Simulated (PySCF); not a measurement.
**Dipole moment and polarisability of `C/N=C\c1ccc(F)s1`**

C6H6FNS.
Structure used (GFN2-xTB), in Å, numbered top down from 1:
```xyz
15
C6H6FNS angstrom
C     -2.4240   -0.5430    0.2797
N     -2.1085    0.8374    0.4775
C     -0.9414    1.3129    0.4101
C      0.3285    0.6771    0.1123
C      0.6341   -0.5092   -0.5033
C      2.0168   -0.7544   -0.6122
C      2.7433    0.2580   -0.0713
F      4.0711    0.3271   -0.0039
S      1.7825    1.5360    0.5693
H     -1.6784   -1.2248    0.7019
H     -3.3908   -0.7233    0.7509
H     -2.5257   -0.7520   -0.7881
H     -0.8637    2.3747    0.6285
H     -0.0982   -1.1809   -0.9100
H      2.4499   -1.6278   -1.0632
```

Level: CAM-B3LYP/def2-SVPD (PySCF), static field, nuclei fixed, core orbitals frozen in the response. The polarisability tensor in these axes (au):

```
x   133.58   4.59  -4.23
y     4.59  92.42  13.56
z    -4.23  13.56  66.92
```

Q: Give the principal values, the mean and the anisotropy Δα = √{½[(α1 − α2)² + (α2 − α3)² + (α1 − α3)²]}.

A: Principal values 60.61, 98.11 and 134.21 au; mean 97.64 au = 14.47 Å³ = 16.10 × 10⁻⁴⁰ C²·m²/J; Δα = 63.74 au (65 % of the mean).

Q: What is the dipole moment, and where does it point?

A: (0.47, -1.63, -0.83) D, 1.88 D in size, pointing from the negative to the positive side. Measured along this direction, the outermost atoms are H13 at the negative end and H15 at the positive end.

Q: Sum over states: ᾱ = Σ f/ω², ω in Eh. What share falls to these 8 lowest TDDFT singlets (eV, f)? 4.23, 0.0039; 4.88, 0.3039; 5.63, 0.0024; 5.66, 0.0639; 6.19, 0.0002; 6.48, 0.0109; 6.54, 0.0356; 6.66, 0.0169.

A: They add up to 12.25 au, 12.5 % of the 97.64 au; the largest single term is 9.46 au, from the state at 4.88 eV. Terms in order: 0.16, 9.46, 0.06, 1.48, 0.00, 0.19, 0.62, 0.28 au. Higher excitations give the rest. The strengths listed sum to 0.438.

Q: Orientational against electronic polarisability at 298 K (dilute gas, rigid molecules)?

A: In Gaussian units μ²/3kT = 28.77 Å³ against 14.47 Å³, a ratio of 1.99; the Debye molar polarisation (4π/3)N_A(α + μ²/3kT) is 109.1 cm³/mol, leaving out the vibrational part.

Q: Find the Langevin capture rate constant for NH4+ (18.034 u) meeting this molecule (143.020 u), k = 2.342 × 10⁻⁹ cm³/s × √(α in Å³ / reduced mass in u).

A: The reduced mass is 16.01 u, so k = 2.23 × 10⁻⁹ cm³/s. The formula leaves out the permanent dipole, which adds to the capture rate.

Isolated species at its GFN2-xTB geometry (one conformer only).

These values come from a run that also computed excited states. The run took 64 s wall on one thread, x86-64 server, on a shared host.
